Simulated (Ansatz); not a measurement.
Coupled-cluster diagnostics for Si₁₄H₂₀, a nanocrystal cut from cubic silicon, Ansatz.

Geometry of the singlet (PBE-D4/def2-SVP):

```xyz
34

Si   -1.984   -0.049   -2.925
Si    2.405   -1.932    1.720
Si   -1.188   -1.876    0.365
Si    1.616   -0.105   -1.566
Si   -0.410    3.166   -1.515
Si    0.383    1.332    1.772
Si   -3.220    1.392    0.425
Si    3.221   -1.390   -0.423
Si   -0.380   -1.331   -1.776
Si   -2.406    1.931   -1.719
Si    0.408   -3.166    1.515
Si    1.982    0.048    2.925
Si   -1.613    0.104    1.563
Si    1.189    1.875   -0.370
H    -3.260   -0.842   -3.073
H    -1.473    0.290   -4.304
H     3.434   -2.759    2.456
H    -2.477   -2.651    0.223
H     2.123    0.252   -2.944
H     0.112    3.527   -2.884
H    -0.673    4.443   -0.755
H     0.098    2.608    2.529
H    -4.507    0.613    0.306
H    -3.500    2.657    1.200
H     3.508   -2.654   -1.197
H     4.506   -0.608   -0.299
H    -0.096   -2.608   -2.535
H    -3.435    2.757   -2.454
H     0.671   -4.447    0.761
H    -0.117   -3.521    2.885
H     1.464   -0.292    4.302
H     3.258    0.838    3.080
H    -2.116   -0.255    2.942
H     2.478    2.652   -0.229
```

Correlated methods freeze 70 core orbitals.

Problem. Estimate the CCSD(T) correlation energy, the shares of MP2 and (T), T1 and the reference's ⟨S²⟩ for: charge 0, singlet, own geometry in def2-SVP; and the rough time on 2 threads of AMD EPYC 7R13 on a shared host and a share (18 GiB) of an NVIDIA H100 80GB HBM3.

Solution. 
```tsv
state	basis	correlation (eV)	MP2 share (%)	(T) share (%)	T1	⟨S²⟩ (pure)	wall time
charge 0, singlet, own geometry	def2-SVP	-44.501	83.1	4.1	0.015	0.00 (0.00)	27 s
```
Customary marks for T1 are 0.02 (closed shells), 0.045 (open shells) and about 0.05 (3d metals). T1 stays under 0.02 throughout.
